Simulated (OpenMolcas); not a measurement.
Pt I: effect of the basis set

```yaml
Program: OpenMolcas 26.06
Method: "SS-CASPT2, IPEA 0.25 Eh, imaginary shift 0.1 Eh (closed shells correlated: 5s 5p)"
Active_space: 10 electrons in 6 orbitals (5d 6s)
State_averaging: 2S+1 = 3 even, 15 roots; 2S+1 = 1 even, 20 roots kept (CI in the orbitals of an earlier block)
Spin-orbit_coupling: state interaction with AMFI integrals over the reference wave functions, term energies averaged over their components
```

A. ANO-R1 [7s5p4d2f], X2C, finite nucleus; CASPT2 step of the order of 6 core-seconds
B. ANO-RCC-VDZP [7s6p4d2f], DKH2, point nucleus; CASPT2 step roughly 5 core-seconds
C. ANO-R2 [8s6p5d3f1g], X2C, finite nucleus; CASPT2 step about 30 core-seconds
D. ANO-RCC-VTZP [8s7p5d3f1g], DKH2, point nucleus; CASPT2 step of the order of 11 core-seconds
E. ANO-RCC-VQZP [9s8p6d4f2g1h], DKH2, point nucleus; CASPT2 step roughly 22 core-seconds
F. ANO-R3 [9s7p6d4f2g2h], X2C, finite nucleus; CASPT2 step about 24 core-seconds

Energies in cm⁻¹ above 5d⁹ 6s ³D₃, the measured ground level; measured values from NIST Handbook of Basic Atomic Spectroscopic Data.

```json
{"Level": "5d⁸ 6s² ³F₄", "A": "-2630", "B": "-2200", "C": "-1938", "D": "-2300", "E": "-1446", "F": "-1250", "Measured": "824"}
{"Level": "5d⁹ 6s ³D₃", "A": "0.0", "B": "0.0", "C": "0.0", "D": "0.0", "E": "0.0", "F": "0.0", "Measured": "0.0"}
{"Level": "5d⁸ 6s² ³F₃", "A": "6620", "B": "7150", "C": "7370", "D": "6960", "E": "7870", "F": "8040", "Measured": "10117"}
{"Level": "5d¹⁰ ¹S₀", "A": "9810", "B": "7320", "C": "6590", "D": "5480", "E": "4600", "F": "4930", "Measured": "6140"}
{"Level": "5d⁹ 6s ³D₁", "A": "10560", "B": "10670", "C": "10560", "D": "10530", "E": "10570", "F": "10540", "Measured": "10132"}
{"Level": "5d⁸ 6s² ³P₁", "A": "17350", "B": "17880", "C": "16420", "D": "16180", "E": "16990", "F": "17200", "Measured": "18567"}
{"Level": "5d⁸ 6s² ¹G₄", "A": "20490", "B": "20890", "C": "19730", "D": "19710", "E": "20300", "F": "20380", "Measured": "21967"}
{"Level": "5d⁸ 6s² ³P₀", "A": "20840", "B": "20930", "C": "19650", "D": "19280", "E": "20000", "F": "20230", "Measured": ""}
```

A puts 5d⁸ 6s² ³F₄ lowest. B puts 5d⁸ 6s² ³F₄ lowest. C puts 5d⁸ 6s² ³F₄ lowest. D puts 5d⁸ 6s² ³F₄ lowest. E puts 5d⁸ 6s² ³F₄ lowest. F puts 5d⁸ 6s² ³F₄ lowest.

Deviations, from unrounded energies. A percentage is the sum of absolute deviations over the sum of measured energies, with the sign that they share, or ± where signs differ.

```csv
Against measurement,Levels,A,B,C,D,E,F
mean absolute deviation (cm-1),6,2300,1600,1800,2000,1600,1500
fine structure of the ground term (%),1,+4.3,+5.3,+4.2,+3.9,+4.3,+4.1
other configurations (%),5,±23.1,±15.5,±18.0,-20.1,-16.1,-14.4
```

F lies closest to measurement on these levels and A furthest from it. The largest miss of F in the table is 5d⁸ 6s² ³F₃, by -2100 cm-1. The ranking rests on the paired levels alone, and a cruder setting can come out closer through cancelling errors.

The two smallest mean deviations differ by little beside CASPT2's spread within terms, so their order carries little weight.

Among A to F the level of the table that moves most is 5d¹⁰ ¹S₀, by 5200 cm-1 (lowest in E, highest in A). Moves below CASPT2's spread within the term are not significant.

Term energies are means over components that CASPT2 splits; among the terms shown or strongly mixed into the levels shown the widest spread is 1300 cm-1 (5d⁸ 6s² ¹G, D). Over all roots computed the reference weight is 0.83 to 0.88 in D, 0.81 to 0.88 in E, 0.82 to 0.88 in F; the roots of lowest weight are the least certain, and an intruder state may touch them. Terms from blocks run as CI alone lack orbitals of their own. The lowest computed level is not the ground level that NIST lists (3D3). Configurations are named by rounded mean occupations; where the s occupation lies near a half they are strongly mixed, a name can repeat and a true partner stay unpaired. A single d shell beside an s shell can misplace configurations of different d count against each other. The lowest spin-free term belongs to 5d⁹ 6s, not to the configuration of the lowest level. The CASPT2 spread within a term exceeds the gap to the next term for 5d⁹ 6s ³D and 5d⁸ 6s² ³F, so the order of their levels is uncertain, and so are names and mixing where such terms share a J (figures for A; the like holds for E, F). Some levels mix across a computed gap that differs much from the measured one, so their mixing is not that of the real levels (holds for E; F). Measured partners are found by configuration, term and J. A level has none where our copy of the source lacks it or the pairing is in doubt (some pairs that miss far off the trend of their configuration count as doubtful), and it then counts in no deviation. Only configurations of the active space appear. Levels that lie high or do not pair safely by name in every column are left out.
